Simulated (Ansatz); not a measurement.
`C[B](Cl)[GeH3]` + HCl → `[Cl][GeH3]` + `CBCl`  (cleavage of the Ge–B bond)

Gas-phase electronic energies from Ansatz, PBE0-D4/def2-TZVP geometries. CBS: MP2 limit from def2 TZ/QZ plus the TZ coupled-cluster correction, frozen cores. This one scheme is used for every species. DFT in def2-TZVPP. B3LYP here is the variant with VWN-RPA as its local correlation; programs differ in this. For Ge outer-core shells are correlated without core-valence functions, which leaves a few kJ/mol of doubt a bond. Scalar relativity is left out up to krypton.

Question: Is it downhill or uphill in electronic energy at CCSD(T)/CBS, and by how much? (Best estimate.)

Answer: The calculation gave: Downhill: ΔE = -17.9 kcal/mol.

Question: What do these levels give: LDA (SPW92), B2PLYP, revPBE, PBE0, B3LYP, MP2/def2-QZVPP? (Best estimate.)

Answer: Computed: LDA (SPW92) -14.8, B2PLYP -20.5, revPBE -18.5, PBE0 -19.0, B3LYP -21.0, MP2/def2-QZVPP -19.2 kcal/mol.

Largest T1 diagnostic among the species: 0.012.

From PBE to PBE0 (25 % exact exchange), in def2-TZVPP and without D4, ΔE moves by −1.3 kcal/mol. Leaving LDA and LC-ωPBE aside and taking each functional with its dispersion term where it has one, the values, not all of them listed here, spread over 4.6 kcal/mol, from BHLYP-D4 to PBE-D4. LDA lies +2.9 kcal/mol from PBE without D4. In def2-TZVPP, CCSD(T) changes the Hartree–Fock value by +8.3 kcal/mol (the triples alone add +0.8 kcal/mol) and MP2 by +7.2 kcal/mol.
